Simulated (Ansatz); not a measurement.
`C[O][SnH3]` + `N[SiH3]` → `[SiH3][NH][SnH3]` + CH₃OH at 600 K and 1 bar (ligand exchange at the Sn–O bond).

Program: Ansatz. Geometries: PBE0-D4/def2-TZVP. ΔE: electronic, gas phase. CCSD(T)/CBS is the MP2 limit (def2-TZVPP, def2-QZVPP) plus CCSD(T) − MP2 in def2-TZVPP, frozen cores. This one scheme is used for every species. Elements past krypton have def2 core potentials. For Sn outer-core shells are correlated without core-valence functions, which leaves a few kJ/mol of doubt a bond.

```tsv
species	CCSD(T)/CBS energy (Eh)	H − E (kJ/mol)	S (J/(mol·K))
`C[O][SnH3]`	-330.83288	212.2	399.2
`N[SiH3]`	-346.80422	170.6	320.8
`[SiH3][NH][SnH3]`	-562.01692	220.6	453.5
CH₃OH	-115.61712	163.6	277.3
```

H − E and S are ideal-gas, rigid-rotor, harmonic terms from PBE0-D4/def2-TZVP, for one conformer and one mirror image of each species. 1 Eh = 2625.50 kJ/mol, R = 8.31446 J/(mol·K).

Question: By hand: ΔE, ΔH, ΔS and ΔG.

Answer: ΔE = (-562.01692) + (-115.61712) − (-330.83288) − (-346.80422) = 0.00306 Eh = 8.0 kJ/mol. Δ(H − E) = 220.6 + 163.6 − 212.2 − 170.6 = 1.4, so ΔH = 9.4 kJ/mol. ΔS = 453.5 + 277.3 − 399.2 − 320.8 = 10.8 J/(mol·K). ΔG = 9.4 − 600 × (10.8)/1000 = 2.9 kJ/mol.

Question: By hand: the equilibrium constant, and the temperature at which ΔG would vanish if ΔH and ΔS stayed fixed.

Answer: log₁₀ K = −ΔG/(RT ln 10) = -0.3. ΔG = 0 at ΔH/ΔS = 870 K, though so small a ΔH makes that figure unsure.

TΔS isn't small against ΔH here. The sign of ΔG lies within the doubt. A doubt of 5 kJ/mol in ΔE shifts log₁₀ K by 0.4 here. Other conformers and mirror images would add mixing entropy, several J/(mol·K) or more a flexible species. Modes under 60 cm⁻¹, often nearly free rotors, make the harmonic entropy too high. These are equilibria of isolated gas molecules and say nothing of rates. Largest T1 diagnostic: 0.013 (customary marks: 0.02 for closed shells, 0.045 for open ones).
